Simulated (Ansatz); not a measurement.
A CCSD(T) single point on C2H5AlSn, SMILES `[SnH3][C]1=[CH][AlH]1`.

```yaml
crystal:
  periodic: [false, false, false]
  atoms:
    - {symbol: Sn, position_ang: [-0.229721, 1.156511, -1.203320]}
    - {symbol: C, position_ang: [0.107855, -0.194439, 0.400597]}
    - {symbol: C, position_ang: [-0.005756, -1.557346, 0.427110]}
    - {symbol: Al, position_ang: [0.523084, -0.907762, 2.077997]}
    - {symbol: H, position_ang: [-0.711124, 0.300108, -2.607775]}
    - {symbol: H, position_ang: [-1.453325, 2.270821, -0.775089]}
    - {symbol: H, position_ang: [1.201999, 2.028664, -1.537731]}
    - {symbol: H, position_ang: [-0.296738, -2.223990, -0.384775]}
    - {symbol: H, position_ang: [0.952226, -0.918967, 3.585887]}
basis:
  gaussian: {orbitals: def2-TZVPP}
correlation: {method: ccsd_t}
output: {orbitals: {seedname: orbitals}}
```

```sh
$ ansatz run in.yaml --threads 4 --pin off --events-out ev --progress --plain
```

The program prints (abridged):

```
Functional definition: HF
1483 factors; integrals over basis functions are off by at most 1.3e-3 eV
mean field evaluation 1: about -14522.2341 eV, gradient 3.7e1 eV
mean field evaluation 2: about -14522.4436 eV, gradient 3.7e1 eV
mean field evaluation 4: about -14526.4718 eV, gradient 4.1e0 eV
mean field evaluation 8: about -14526.5530 eV, gradient 3.2e-1 eV
mean field -14526.55343865 eV, -533.8409924189 hartree, gradient 1.5e-6 eV, S^2 0.000000; 0 other end points of the search recorded, 0 dependent functions left out
11 core orbitals not correlated: weight in the atoms' cores, before any rotation towards them, 1.000 or more for the frozen orbitals, at most 0.000 for the correlated occupied ones
reference -14526.55343865 eV, -533.8409924189 hartree; 15, 15 occupied and 198, 198 virtual orbitals, 1483 factors
second order -19.59141734 eV of doubles, -0.00000000 eV of singles
cycle   1  -19.60397879 eV  change   -1.3e-2 eV  update   1.1e-1
cycle   2  -20.22658287 eV  change   -6.2e-1 eV  update   3.5e-2
cycle   3  -20.32737244 eV  change   -1.0e-1 eV  update   1.7e-2
cycle   4  -20.31742562 eV  change    9.9e-3 eV  update   4.7e-3
cycle   5  -20.31730601 eV  change    1.2e-4 eV  update   2.2e-3
cycle   6  -20.31746979 eV  change   -1.6e-4 eV  update   6.5e-4
cycle   7  -20.31728954 eV  change    1.8e-4 eV  update   2.4e-4
cycle   8  -20.31734250 eV  change   -5.3e-5 eV  update   8.4e-5
cycle   9  -20.31737381 eV  change   -3.1e-5 eV  update   3.1e-5
perturbative correction -0.85258753 eV, -0.0313320138 hartree
Total energy: -14547.72339999 eV, -534.6189741485 hartree
```

Hardware: 4 threads of a server CPU on a shared host. Wall time 74 s, peak host memory 3.8 GiB.

The correlation energy is -21.170 eV, 4.0 % of it from (T); the T1 diagnostic reads 0.0143.
